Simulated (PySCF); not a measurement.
# ECD: SMILES C[C@@H]1CCC[C@@H]1[NH3+], [C6H14N]+, charge +1

Molfile (atoms numbered from 1):
```
C6H14N
     RDKit          3D

 21 21  0  0  0  0  0  0  0  0999 V2000
   -1.5855   -1.3683   -0.5116 C   0  0  0  0  0  0  0  0  0  0  0  0
   -0.3218   -0.5522   -0.7554 C   0  0  2  0  0  0  0  0  0  0  0  0
    0.9268   -1.0958   -0.0394 C   0  0  0  0  0  0  0  0  0  0  0  0
    1.8204    0.1247    0.2602 C   0  0  0  0  0  0  0  0  0  0  0  0
    1.0561    1.3488   -0.2704 C   0  0  0  0  0  0  0  0  0  0  0  0
   -0.3996    0.9078   -0.2947 C   0  0  2  0  0  0  0  0  0  0  0  0
   -0.9423    0.9518    1.1075 N   0  0  0  0  0  0  0  0  0  0  0  0
   -1.7553   -1.5711    0.5451 H   0  0  0  0  0  0  0  0  0  0  0  0
   -1.4906   -2.3318   -1.0040 H   0  0  0  0  0  0  0  0  0  0  0  0
   -2.4578   -0.8726   -0.9326 H   0  0  0  0  0  0  0  0  0  0  0  0
   -0.1334   -0.5274   -1.8308 H   0  0  0  0  0  0  0  0  0  0  0  0
    1.4409   -1.8205   -0.6650 H   0  0  0  0  0  0  0  0  0  0  0  0
    0.6478   -1.6173    0.8778 H   0  0  0  0  0  0  0  0  0  0  0  0
    2.7874    0.0375   -0.2276 H   0  0  0  0  0  0  0  0  0  0  0  0
    2.0181    0.2171    1.3290 H   0  0  0  0  0  0  0  0  0  0  0  0
    1.3686    1.5764   -1.2881 H   0  0  0  0  0  0  0  0  0  0  0  0
    1.2211    2.2430    0.3291 H   0  0  0  0  0  0  0  0  0  0  0  0
   -1.0412    1.5268   -0.9231 H   0  0  0  0  0  0  0  0  0  0  0  0
   -0.3015    0.4073    1.6997 H   0  0  0  0  0  0  0  0  0  0  0  0
   -1.8741    0.5192    1.1343 H   0  0  0  0  0  0  0  0  0  0  0  0
   -0.9930    1.9137    1.4597 H   0  0  0  0  0  0  0  0  0  0  0  0
  1  2  1  0
  2  3  1  0
  3  4  1  0
  4  5  1  0
  5  6  1  0
  6  7  1  0
  6  2  1  0
  1  8  1  0
  1  9  1  0
  1 10  1  0
  2 11  1  6
  3 12  1  0
  3 13  1  0
  4 14  1  0
  4 15  1  0
  5 16  1  0
  5 17  1  0
  6 18  1  6
  7 19  1  0
  7 20  1  0
  7 21  1  0
M  CHG  1   7   1
M  END
```

The calculation used TDDFT CAM-B3LYP/def2-SVPD circular dichroism and optical rotation, one conformer, gas phase (PySCF 2.14.0). Geometry: GFN2-xTB.

The molecule is flexible and this is one conformer; a measurement averages over conformers.

(1) Assign R or S to each stereocentre.

(2) List the lowest 12 singlet excitations with oscillator and rotatory strengths.

## Answers

(1) C2 R, C6 S.

(2) Rotatory strengths R in 10⁻⁴⁰ esu² cm², velocity form and length form (origin at the centre of mass); f in length form.
```csv
state,E (eV),λ (nm),f,R (velocity),R (length),main
1,8.10,153,0.002,+1.9,+2.0,HOMO→LUMO 0.86
2,8.32,149,0.003,-7.5,-7.2,HOMO−1→LUMO 0.91
3,8.70,143,0.0008,+3.4,+3.4,HOMO−2→LUMO 0.93
4,8.78,141,0.011,+0.5,+0.6,HOMO−3→LUMO 0.89
5,9.09,136,0.007,+14.4,+14.2,"HOMO−4→LUMO 0.80, HOMO−5→LUMO 0.09"
6,9.19,135,0.011,-18.5,-19.1,HOMO−5→LUMO 0.77
7,9.39,132,0.003,-18.9,-18.8,HOMO→LUMO+1 0.77
8,9.53,130,0.014,+13.6,+13.7,"HOMO−1→LUMO+1 0.72, HOMO−1→LUMO+2 0.12"
9,9.70,128,0.012,+12.7,+13.0,"HOMO→LUMO+3 0.68, HOMO→LUMO+2 0.13"
10,9.81,126,0.005,-3.0,-2.9,"HOMO−1→LUMO+2 0.47, HOMO−1→LUMO+3 0.27"
11,9.89,125,0.004,+11.0,+10.8,"HOMO→LUMO+2 0.56, HOMO→LUMO+4 0.08"
12,9.96,124,0.013,+16.5,+15.9,"HOMO−2→LUMO+1 0.56, HOMO−2→LUMO+2 0.16"
```

Among the states computed, the strongest CD band (largest |R|) is state 7. The largest dissymmetry factor in size, g = 4R/(D+G), with D and G the electric and magnetic dipole strengths, is -0.091 for state 7 (velocity form, f = 0.003), among bands with |R| over 0.5. The mirror image has the same energies and oscillator strengths and all R with the opposite sign.
